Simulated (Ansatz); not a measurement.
F$_{2}$GaHO (`[OH][Ga]([F])[F]`), 5 atoms. Charge 0, multiplicity 1. Correlated methods include outer-core shells of Ga, which these sets cover unevenly. Scalar relativity is left out up to krypton. All runs use 4 threads of an Arm Neoverse V1 on a shared host. Correlated methods freeze the cores. Open-shell runs search over several starts.

**Question.** How many basis functions does each run have, and how long does it take in Ansatz? RHF-CCSD(T)/def2-TZVPP energy; RKS PBE0-D4/def2-TZVP relaxation (6 steps); RHF-MP2/def2-QZVPP energy; UHF-CCSD(T)/def2-TZVPP energy of the cation; RKS BHLYP-D4/def2-TZVPP energy; UKS ωB97X-V/def2-TZVPP energy of the cation; RHF-CCSD(T)/def2-SVP energy; RKS ωB97M-V/def2-QZVPP energy; UKS B2PLYP (frozen core)/def2-TZVPP energy of the cation; UKS PBE-D4/def2-TZVPP energy of the cation; RKS PBE0-D4/def2-TZVP frequencies; RKS ωB97M-V/def2-SVP energy. (Estimate.)

**Answer.** Computed: Other jobs shared the machine, so times are rough.

| level | job | functions | wall time | peak host memory (GiB) |
| --- | --- | --- | --- | --- |
| RKS BHLYP-D4/def2-TZVPP | energy | 155 | 1.4 s | 0.33 |
| RHF-CCSD(T)/def2-SVP | energy | 79 | 1.8 s | 0.33 |
| RKS ωB97M-V/def2-SVP | energy | 79 | 2.7 s | 0.33 |
| RHF-MP2/def2-QZVPP | energy | 290 | 6.5 s | 0.89 |
| RKS ωB97M-V/def2-QZVPP | energy | 290 | 7.5 s | 0.85 |
| UKS B2PLYP (frozen core)/def2-TZVPP | energy of the cation | 155 | 9 s | 0.59 |
| RKS PBE0-D4/def2-TZVP | relaxation (6 steps) | 147 | 11 s | 0.32 |
| UKS PBE-D4/def2-TZVPP | energy of the cation | 155 | 14 s | 0.36 |
| UKS ωB97X-V/def2-TZVPP | energy of the cation | 155 | 19 s | 0.8 |
| RHF-CCSD(T)/def2-TZVPP | energy | 155 | 27 s | 1.2 |
| RKS PBE0-D4/def2-TZVP | frequencies | 147 | 33 s | 0.33 |
| UHF-CCSD(T)/def2-TZVPP | energy of the cation | 155 | 2.1 min | 3.1 |
